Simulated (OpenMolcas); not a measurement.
Re4+ (d3) among equal point charges was computed by CASSCF with the d shell active (OpenMolcas, ANO-RCC-VTZP on the metal). Its lowest spin-free states, and all those of the highest spin:

| 2S+1 | Degeneracy | E (cm-1) |
| --- | --- | --- |
| 4 | 1 | 0.0 |
| 4 | 1 | 5784 |
| 4 | 2 | 6097 |
| 4 | 2 | 10199 |
| 4 | 1 | 10468 |
| 2 | 1 | 15649 |
| 2 | 1 | 15751 |
| 2 | 2 | 16233 |
| 2 | 1 | 16351 |
| 2 | 1 | 19691 |
| 4 | 2 | 20327 |
| 2 | 2 | 20331 |
| 4 | 1 | 21143 |

Problem. Is the site octahedral, tetrahedral or cube-like, axial, or of lower symmetry?

Solution. The states with 2S+1 = 4 have orbital degeneracies 1, 1, 2, 2, 1, 2, 1. There are pairs but no triples, so the site is axial: not cubic, but with a proper or improper axis of order three or more. The run had Re4+ among 6 point charges of -1.7 e arranged as a tetragonal octahedron (D4h), 2.27 Å from the ion, with the axial distance 2.202 Å.

Spin-orbit coupling mixes the spin-free states strongly: the lowest level takes only 54 % from its leading state, 4B1. Without dynamic correlation the repulsion within the d shell is too large (B by tens of per cent), so at a given field states of lower spin stand too high. Point charges carry no covalency, so the field is a model and not that of real ligands. No measured value stands beside these numbers.
